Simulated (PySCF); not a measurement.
Geometry (Å), atoms numbered from 1 in this order:
```xyz
20

C     2.247    0.912    1.253
C     1.418    0.315    0.394
C     1.031   -1.154    0.395
C    -0.116   -1.266   -0.624
C    -0.653    0.167   -0.758
N    -1.528    0.529    0.339
C    -2.874    0.414    0.260
O    -3.482    0.018   -0.709
C     0.628    0.999   -0.694
H     2.767    0.347    2.032
H     2.447    1.986    1.198
H     0.716   -1.465    1.404
H     1.887   -1.795    0.129
H     0.266   -1.595   -1.603
H    -0.906   -1.970   -0.330
H    -1.230    0.304   -1.683
H    -1.113    0.855    1.204
H    -3.381    0.738    1.202
H     0.453    2.070   -0.514
H     1.157    0.903   -1.659
```

Geometry: PBE0-D3(BJ)/def2-SVP; GIAO absolute shieldings from PySCF 2.14.0 with density-fitted response routines, gas phase, non-relativistic, averaged over equivalent atoms.

At PBE0/pcSseg-1 (208 basis functions, 38 s wall time on 1 thread of an Arm Neoverse V1, shared host):
```json
{"atoms": "C2", "σ (ppm)": "24.2"}
{"atoms": "C7", "σ (ppm)": "24.8"}
{"atoms": "C1", "σ (ppm)": "67.7"}
{"atoms": "C5", "σ (ppm)": "135.3"}
{"atoms": "C9", "σ (ppm)": "140.3"}
{"atoms": "C4", "σ (ppm)": "148.0"}
{"atoms": "C3", "σ (ppm)": "154.3"}
{"atoms": "N6", "σ (ppm)": "114.6"}
{"atoms": "O8", "σ (ppm)": "-93.2"}
{"atoms": "H18", "σ (ppm)": "23.36"}
{"atoms": "H11", "σ (ppm)": "25.71"}
{"atoms": "H10", "σ (ppm)": "25.88"}
{"atoms": "H17", "σ (ppm)": "26.82"}
{"atoms": "H16", "σ (ppm)": "26.85"}
{"atoms": "H20", "σ (ppm)": "28.70"}
{"atoms": "H13", "σ (ppm)": "28.79"}
{"atoms": "H12", "σ (ppm)": "28.96"}
{"atoms": "H19", "σ (ppm)": "29.31"}
{"atoms": "H15", "σ (ppm)": "29.44"}
{"atoms": "H14", "σ (ppm)": "29.51"}
```

Estimate the result of repeating the calculation with B3LYP/pcSseg-1.

Results:


```tsv
atoms	σ at B3LYP/pcSseg-1	change
C2	17.0	-7.2
C7	19.7	-5.1
C1	63.5	-4.2
C5	128.9	-6.4
C9	134.2	-6.1
C4	141.7	-6.3
C3	148.3	-6.0
N6	107.7	-6.9
O8	-100.2	-7.0
H18	23.47	+0.11
H11	25.96	+0.25
H10	26.12	+0.24
H17	26.99	+0.17
H16	26.97	+0.12
H20	28.81	+0.11
H13	28.91	+0.12
H12	29.06	+0.10
H19	29.46	+0.15
H15	29.56	+0.12
H14	29.63	+0.12
```

The largest change is at C2 (fully substituted alkene carbon). Cost: 208 basis functions, 33 s wall time on 1 thread of an Arm Neoverse V1, shared host. The order of the carbon signals is the same at both levels.

The C=O carbon of an acid or of an amide with N–H lies up to 10 ppm further downfield in solution, through hydrogen bonding that the calculation lacks.
